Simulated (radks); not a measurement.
Task: Re21+, configuration [Kr] 4d10 4f8 (the NIST ground configuration). Method: scalar-relativistic Kohn-Sham, PBEsol, spin-polarised, spherical densities, finite nucleus; open shells are filled with parallel spins first (spin-orbit coupling, left out, can overturn this in heavy ions); Fermi nuclear charge, rms radius 5.3698 fm; computed with a radial shooting solver on a logarithmic mesh with Libxc functionals. Some entries of the table are withheld. Estimate them.

| orbital | occ. | eigenvalue (hartree) | r(max) (bohr) |
|---|---|---|---|
| 1s down | 1 | -2652.844 | 0.01125 |
| 1s up | 1 | -2652.843 | 0.01125 |
| 2s up | 1 | -477.4649 | 0.06455 |
| 2s down | 1 | -477.4574 | 0.06455 |
| 2p up | 3 | -419.5279 | 0.05303 |
| 2p down | 3 | -419.5223 | 0.05303 |
| 3s up | 1 | -126.8345 | 0.1820 |
| 3s down | 1 | -126.6400 | 0.1819 |
| 3p up | 3 | -109.7366 | 0.1804 |
| 3p down | 3 | -109.5409 | 0.1802 |
| 3d up | 5 | -90.31481 | 0.1469 |
| 3d down | 5 | -90.16463 | 0.1467 |
| 4s up | 1 | -42.28355 | 0.4085 |
| 4s down | 1 | -41.96266 | 0.4086 |
| 4p up | 3 | -36.50251 | 0.4267 |
| 4p down | 3 | -36.19340 | 0.4269 |
| 4d up | 5 | -29.27788 | 0.4320 |
| 4d down | 5 | -28.97375 | 0.4323 |
| 4f up | 7 | (1) | (2) |
| 4f down | 1 | (3) | (4) |

Result: 
(1) 4f up eigenvalue (hartree): -21.25426
(2) 4f up r(max) (bohr): 0.3864
(3) 4f down eigenvalue (hartree): -20.93060
(4) 4f down r(max) (bohr): 0.3877
